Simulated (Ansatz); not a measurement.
Na₂Cl₂⁺, relaxed as a quartet with UKS PBE0-D4/def2-TZVP in Ansatz, starting from the PBE0-D4/def2-TZVP geometry of the charge +1 doublet. Force threshold 0.02 eV/Å.

In the quartet, Cl3 and Cl4 lie 2.37 Å apart (atoms count from 1), so these atoms are partly bonded to each other. The relaxation made no stability test and no search for a lower SCF solution. At PBE0-D4/def2-TZVP a doublet of charge 1 lies 5.64 eV below the quartet, each at its own geometry. The structure comes from a short search, and lower isomers may exist.

Start:

```xyz
4

Na    1.927    0.867   -0.902
Na   -1.928   -0.866    0.901
Cl    0.647   -1.113    0.309
Cl   -0.646    1.112   -0.309
```

```tsv
step	energy (eV)	largest force component (eV/Å)	SCF passes
1	-33855.6682	1.085	23
2	-33856.1328	0.727	24
3	-33856.3446	0.390	23
4	-33856.4583	0.202	23
5	-33856.5500	0.324	22
6	-33856.6266	0.098	21
7	-33856.6274	0.067	24
8	-33856.6278	0.001	17
```

Force components are those of the run's own axes.

End:

```csv
atom,x (Å),y (Å),z (Å)
Na1,2.772,1.249,-1.297
Na2,-2.774,-1.246,1.297
Cl3,0.578,-0.997,0.277
Cl4,-0.577,0.994,-0.276
```

Bonds lost: Na1–Cl3, Na1–Cl4, Na2–Cl3, Na2–Cl4 (atoms count from 1). Bonds formed: Cl3–Cl4 (atoms count from 1).

No frequencies were taken in this run, so the end may be a saddle point.

Hardware: 4 threads of Arm Neoverse V1 on a shared host. Wall time 18 s.
